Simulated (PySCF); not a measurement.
Bond length, frequency and bond energy of AsP by level of theory

State: ¹Σ⁺ (singlet), closed shell. Set-up: basis As def2-TZVPP, P def2-TZVPP; no relativity; PySCF 2.14. De refers to As + P in their high-spin ground configurations, without counterpoise correction. A positive dipole means As(−)P(+).

```csv
Level,Re (Å),ωe (cm⁻¹),De (eV),μ (D)
RHF,1.958,716,1.01,-0.46
RHF-MP2,2.027,570,4.19,n/a
RHF-SCS-MP2,2.023,580,4.23,n/a
RHF-CCSD,1.999,637,3.65,n/a
RHF-CCSD(T),2.017,605,4.05,n/a
LDA,1.994,624,5.70,-0.38
PBE,2.014,609,4.71,-0.48
BP86,2.015,605,4.82,-0.43
TPSS,2.005,619,4.51,-0.47
r²SCAN,1.996,636,4.34,-0.41
B3LYP,1.999,630,4.45,-0.44
PBE0,1.988,651,4.22,-0.47
ωB97X,1.965,691,4.51,-0.54
```

Which functional lies closest to RHF-CCSD(T) in De, which farthest, and by how much do they differ from it?

Closest is PBE0 (-2.9 pm in Re, +7.6 % in ωe, +0.17 eV in De against RHF-CCSD(T) in the same basis), farthest LDA (-2.3 pm in Re, +3.1 % in ωe, +1.65 eV in De). CCSD(T) converges more slowly with the basis than the functionals do and binds too weakly in this one, so the order can change at the basis-set limit.

What does a quarter of exact exchange do here, going from PBE to PBE0?

PBE0 less PBE: -2.6 pm in Re, +6.9 % in ωe, -0.49 eV in De. Exact exchange removes part of the self-interaction that spreads semilocal densities, and in most molecules shortens and stiffens the bond and lowers De; so it does here.

What does the step from GGA to meta-GGA do here, going from PBE to r²SCAN?

r²SCAN less PBE: -1.8 pm in Re, +4.4 % in ωe, -0.37 eV in De. 

Correlated steps freeze 14 core orbitals. Where the molecule has an RHF reference, its open-shell atoms are computed with UHF.
